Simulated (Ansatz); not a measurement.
Ansatz (a first-principles code) input (B3LYP-D3(BJ)/def2-TZVP):

Ansatz 0.2 input:
```yaml
crystal:
  periodic: [false, false, false]
  atoms:
    - {symbol: Se, position_ang: [0.04635993, 0.01112082, 0.51766267]}
    - {symbol: F, position_ang: [0.55151534, 1.05798314, -0.93005860]}
    - {symbol: F, position_ang: [-0.72665283, -1.09999510, -1.02555591]}
basis:
  gaussian:
    orbitals: def2-TZVP
hamiltonian:
  xc: b3lyp
  dispersion: d3bj
total_charge: -1
magnetization: {spin_polarized: true, initial_magnetization: 1}
phonons: {temperatures: {t_min: 298.15, t_max: 298.15, t_step: 100}}
```

Output:

```
Functional definition: B3LYP
integrals: 0.03 GiB planned
721 factors; their error is unknown
mean field: 0.47 GiB planned
mean field evaluation 1: about -70784.9808 eV, gradient 2.2e1 eV
mean field evaluation 2: about -70783.5403 eV, gradient 3.2e1 eV
mean field evaluation 4: about -70786.5252 eV, gradient 1.6e0 eV
mean field evaluation 8: about -70786.5317 eV, gradient 1.0e-1 eV
mean field evaluation 16: about -70786.8827 eV, gradient 1.8e-4 eV
mean field -70786.88266491 eV, -2601.3699568631 hartree, gradient 8.4e-5 eV, S^2 0.754342; 0 other end points of the search recorded, 0 dependent functions left out
the calculation of the forces begins
reference -70786.88282839 eV, -2601.3699628709 hartree; 27, 26 occupied and 83, 84 virtual orbitals, 721 factors
these checks for a lower state are left out or cut short: stability, starts, cluster_reference, orbital_swaps, neighbouring_geometries, increment
integrals: 0.03 GiB planned
721 factors; their error is unknown
mean field: 0.47 GiB planned
mean field -70786.88265290 eV, -2601.3699564217 hartree, gradient 6.9e-7 eV, S^2 0.754359; 0 other end points of the search recorded, 0 dependent functions left out
the calculation of the forces begins
reference -70786.88281639 eV, -2601.3699624299 hartree; 27, 26 occupied and 83, 84 virtual orbitals, 721 factors
these checks for a lower state are left out or cut short: stability, starts, cluster_reference, orbital_swaps, neighbouring_geometries, increment
integrals: 0.03 GiB planned
721 factors; their error is unknown
mean field: 0.47 GiB planned
mean field evaluation 32: about -70786.8827 eV, gradient 1.2e-3 eV
mean field -70786.88266057 eV, -2601.3699567035 hartree, gradient 6.7e-7 eV, S^2 0.754325; 0 other end points of the search recorded, 0 dependent functions left out
the calculation of the forces begins
reference -70786.88282404 eV, -2601.3699627109 hartree; 27, 26 occupied and 83, 84 virtual orbitals, 721 factors
these checks for a lower state are left out or cut short: stability, starts, cluster_reference, orbital_swaps, neighbouring_geometries, increment
integrals: 0.03 GiB planned
721 factors; their error is unknown
mean field: 0.47 GiB planned
mean field -70786.88263898 eV, -2601.3699559103 hartree, gradient 6.8e-7 eV, S^2 0.754361; 0 other end points of the search recorded, 0 dependent functions left out
the calculation of the forces begins
reference -70786.88280244 eV, -2601.3699619173 hartree; 27, 26 occupied and 83, 84 virtual orbitals, 721 factors
these checks for a lower state are left out or cut short: stability, starts, cluster_reference, orbital_swaps, neighbouring_geometries, increment
integrals: 0.03 GiB planned
721 factors; their error is unknown
mean field: 0.47 GiB planned
mean field -70786.88263311 eV, -2601.3699556944 hartree, gradient 6.8e-7 eV, S^2 0.754323; 0 other end points of the search recorded, 0 dependent functions left out
the calculation of the forces begins
reference -70786.88279661 eV, -2601.3699617031 hartree; 27, 26 occupied and 83, 84 virtual orbitals, 721 factors
these checks for a lower state are left out or cut short: stability, starts, cluster_reference, orbital_swaps, neighbouring_geometries, increment
integrals: 0.03 GiB planned
721 factors; their error is unknown
mean field: 0.47 GiB planned
mean field -70786.88265311 eV, -2601.3699564293 hartree, gradient 6.8e-7 eV, S^2 0.754345; 0 other end points of the search recorded, 0 dependent functions left out
the calculation of the forces begins
reference -70786.88281656 eV, -2601.3699624361 hartree; 27, 26 occupied and 83, 84 virtual orbitals, 721 factors
these checks for a lower state are left out or cut short: stability, starts, cluster_reference, orbital_swaps, neighbouring_geometries, increment
integrals: 0.03 GiB planned
721 factors; their error is unknown
mean field: 0.47 GiB planned
mean field evaluation 64: about -70786.8826 eV, gradient 1.2e-3 eV
mean field -70786.88263313 eV, -2601.3699556953 hartree, gradient 6.8e-7 eV, S^2 0.754339; 0 other end points of the search recorded, 0 dependent functions left out
the calculation of the forces begins
reference -70786.88279664 eV, -2601.3699617042 hartree; 27, 26 occupied and 83, 84 virtual orbitals, 721 factors
these checks for a lower state are left out or cut short: stability, starts, cluster_reference, orbital_swaps, neighbouring_geometries, increment
integrals: 0.03 GiB planned
721 factors; their error is unknown
mean field: 0.47 GiB planned
mean field -70786.88264968 eV, -2601.3699563033 hartree, gradient 6.9e-7 eV, S^2 0.754339; 0 other end points of the search recorded, 0 dependent functions left out
the calculation of the forces begins
reference -70786.88281317 eV, -2601.3699623117 hartree; 27, 26 occupied and 83, 84 virtual orbitals, 721 factors
these checks for a lower state are left out or cut short: stability, starts, cluster_reference, orbital_swaps, neighbouring_geometries, increment
integrals: 0.03 GiB planned
721 factors; their error is unknown
mean field: 0.47 GiB planned
mean field -70786.88265558 eV, -2601.3699565202 hartree, gradient 6.8e-7 eV, S^2 0.754345; 0 other end points of the search recorded, 0 dependent functions left out
the calculation of the forces begins
reference -70786.88281905 eV, -2601.3699625274 hartree; 27, 26 occupied and 83, 84 virtual orbitals, 721 factors
these checks for a lower state are left out or cut short: stability, starts, cluster_reference, orbital_swaps, neighbouring_geometries, increment
integrals: 0.03 GiB planned
721 factors; their error is unknown
mean field: 0.47 GiB planned
mean field -70786.88265238 eV, -2601.3699564026 hartree, gradient 6.7e-7 eV, S^2 0.754322; 0 other end points of the search recorded, 0 dependent functions left out
the calculation of the forces begins
reference -70786.88281588 eV, -2601.3699624111 hartree; 27, 26 occupied and 83, 84 virtual orbitals, 721 factors
these checks for a lower state are left out or cut short: stability, starts, cluster_reference, orbital_swaps, neighbouring_geometries, increment
integrals: 0.03 GiB planned
721 factors; their error is unknown
mean field: 0.47 GiB planned
mean field evaluation 96: about -70786.8827 eV, gradient 1.2e-3 eV
mean field -70786.88266484 eV, -2601.3699568606 hartree, gradient 6.9e-7 eV, S^2 0.754362; 0 other end points of the search recorded, 0 dependent functions left out
the calculation of the forces begins
reference -70786.88282831 eV, -2601.3699628678 hartree; 27, 26 occupied and 83, 84 virtual orbitals, 721 factors
these checks for a lower state are left out or cut short: stability, starts, cluster_reference, orbital_swaps, neighbouring_geometries, increment
integrals: 0.03 GiB planned
721 factors; their error is unknown
mean field: 0.47 GiB planned
mean field -70786.88265973 eV, -2601.3699566728 hartree, gradient 6.7e-7 eV, S^2 0.754326; 0 other end points of the search recorded, 0 dependent functions left out
the calculation of the forces begins
reference -70786.88282322 eV, -2601.3699626808 hartree; 27, 26 occupied and 83, 84 virtual orbitals, 721 factors
these checks for a lower state are left out or cut short: stability, starts, cluster_reference, orbital_swaps, neighbouring_geometries, increment
integrals: 0.03 GiB planned
721 factors; their error is unknown
mean field: 0.47 GiB planned
mean field -70786.88265972 eV, -2601.3699566722 hartree, gradient 6.9e-7 eV, S^2 0.754358; 0 other end points of the search recorded, 0 dependent functions left out
the calculation of the forces begins
reference -70786.88282319 eV, -2601.3699626798 hartree; 27, 26 occupied and 83, 84 virtual orbitals, 721 factors
Total energy: -70786.93749508 eV, -2601.3719718345 hartree
Atom 0 at     0.046360     0.011121     0.517663 Å, force    -0.000422    -0.000878     0.001241 eV/Å
Atom 1 at     0.551515     1.057983    -0.930059 Å, force     0.000415     0.000866    -0.001237 eV/Å
Atom 2 at    -0.726653    -1.099995    -1.025556 Å, force     0.000007     0.000012    -0.000004 eV/Å
Dipole moment:     0.121277     0.132428     0.562912 e Å
Vibrations: 126.86 291.89 510.20 cm⁻¹, zero-point energy 0.057588 eV
```
